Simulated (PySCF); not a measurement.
**Electron correlation in Sn²²⁺ (tin, charge +22)**

Starting occupation: [Ar] 3d10. All numbers are calculated (PySCF 2.14, X2C-1e with screened-nucleus spin-orbit coupling, Gaussian nucleus, in an even-tempered Gaussian basis (19 s from 0.9 bohr⁻², ratio 2.6; 15 p from 1.2 bohr⁻², ratio 2.6; 10 d from 1.2 bohr⁻², ratio 2.6; 6 f from 1.2 bohr⁻², ratio 2.8)). Frozen: [Ar]; 10 electrons correlated; the 100 highest virtual spinors left out.

MP2 pair energies summed by pair of shells (mhartree):

```tsv
pair	energy	share (%)
3d3/2-3d5/2	-186.95	49.8
3d5/2-3d5/2	-131.86	35.1
3d3/2-3d3/2	-56.78	15.1
```

Total MP2 correlation energy: -375.59 mhartree.

The virtual space was cut to 70 spinors, which keep -369.85 of the -375.59 mhartree of MP2 correlation.

| level | correlation energy (mhartree) |
| --- | --- |
| CCSD | -363.60 |
| (T) | -0.48 |
| CCSD(T) | -364.08 |

Diagnostics: T1 = 0.00012, largest double amplitude 0.007.

**Question.** Is a single reference adequate?

**Answer.** Yes: T1 lies below 0.03 and no double amplitude reaches 0.07.

At this charge the one-electron X2C treatment keeps the bare 1/r₁₂, with no two-electron picture change or Breit term. The effect here is smaller than on the frozen 1s shell.
